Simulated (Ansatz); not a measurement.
Mulliken charges of AlClH3OSb, SMILES `[OH][AlH][SbH][Cl]` from B3LYP/def2-TZVPP in Ansatz (PBE0-D4/def2-TZVP geometry).

```json
{"atom": "O1", "x (Å)": "-1.090", "y (Å)": "1.314", "z (Å)": "-0.644", "charge (e)": "-0.399"}
{"atom": "Al2", "x (Å)": "-0.012", "y (Å)": "0.940", "z (Å)": "0.603", "charge (e)": "0.503"}
{"atom": "Sb3", "x (Å)": "0.591", "y (Å)": "-1.660", "z (Å)": "0.844", "charge (e)": "0.301"}
{"atom": "Cl4", "x (Å)": "-0.619", "y (Å)": "-2.090", "z (Å)": "-1.170", "charge (e)": "-0.380"}
{"atom": "H5", "x (Å)": "-1.395", "y (Å)": "0.613", "z (Å)": "-1.225", "charge (e)": "0.188"}
{"atom": "H6", "x (Å)": "0.530", "y (Å)": "2.106", "z (Å)": "1.519", "charge (e)": "-0.123"}
{"atom": "H7", "x (Å)": "2.056", "y (Å)": "-1.291", "z (Å)": "0.028", "charge (e)": "-0.089"}
```

Q: By hand: the dipole of these point charges (1 e Å = 4.8032 D).

A: Σ q r = (0.332, 0.214, 0.839) e Å, of length 0.927 e Å = 4.45 D.

Q: How does the dipole of the full density compare? (Estimate.)

A: The calculation gave: (0.221, -0.036, 0.408) e Å, 2.24 D; the point charges give 1.99 times that, at 19° from its direction.

Point charges leave out the atoms' own dipoles, such as those of lone pairs, and Mulliken's split depends on the basis, so the two needn't agree.

B3LYP here is the variant with VWN-RPA as its local correlation; programs differ in this.
